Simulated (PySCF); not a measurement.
CH6OSi2, neutral, multiplicity 1. Atoms are numbered in the order given.

```xyz
10

Si     0.9818     0.1313     0.0000
O     -0.4281     1.0775     0.0000
C     -0.4227     2.4981     0.0000
H     -0.9607     2.8673    -0.8984
H     -0.9607     2.8673     0.8984
H      0.6103     2.9174     0.0000
Si    -0.3261    -1.9257     0.0000
H      0.5283    -3.1706     0.0000
H     -1.2178    -1.9842    -1.2187
H     -1.2178    -1.9842     1.2187
```
Charge 0, spin multiplicity 1.

Geometry: PBE-D3(BJ)/def2-SVP. The structure was generated by enumeration; whether it is a known compound was not checked. One conformer was computed; it need not be the lowest.

Calculation: PBE-D3(BJ)/def2-SVP (PySCF 2.14.0).

Frequencies are harmonic and unscaled.

Computed normal modes with their intensities:
| mode | ν (cm⁻¹) | IR (km/mol) | moving atoms (share of kinetic energy) |
|---|---|---|---|
| 1 | 50 | 0.1 | H 89 % |
| 2 | 113 | 0.0 | Si 43 %, H 25 %, C 20 %, O 11 % |
| 3 | 140 | 0.0 | H 67 %, O 15 %, C 11 % |
| 4 | 168 | 1.6 | H 53 %, O 39 % |
| 5 | 258 | 5.6 | O 36 %, Si 22 %, C 22 %, H 20 % |
| 6 | 360 | 23.8 | H 86 %, Si 11 % |
| 7 | 385 | 21.5 | Si 72 %, H 25 % |
| 8 | 473 | 30.6 | H 63 %, Si 31 % |
| 9 | 718 | 41.0 | Si 40 %, O 38 %, C 14 %, H 8 % |
| 10 | 811 | 215.1 | H 90 %, Si 10 % |
| 11 | 891 | 34.1 | H 97 % |
| 12 | 903 | 25.8 | H 97 % |
| 13 | 1079 | 194.3 | O 49 %, C 38 %, H 11 % |
| 14 | 1129 | 0.5 | H 76 %, C 19 % |
| 15 | 1151 | 19.1 | H 63 %, C 21 %, O 15 % |
| 16 | 1406 | 10.9 | H 88 %, C 10 % |
| 17 | 1408 | 2.3 | H 97 % |
| 18 | 1419 | 10.9 | H 97 % |
| 19 | 2116 | 61.5 | H 99 % |
| 20 | 2133 | 89.0 | H 96 % |
| 21 | 2140 | 109.9 | H 96 % |
| 22 | 2924 | 74.8 | H 97 % |
| 23 | 3021 | 18.1 | H 91 %, C 9 % |
| 24 | 3045 | 16.0 | H 90 %, C 10 % |
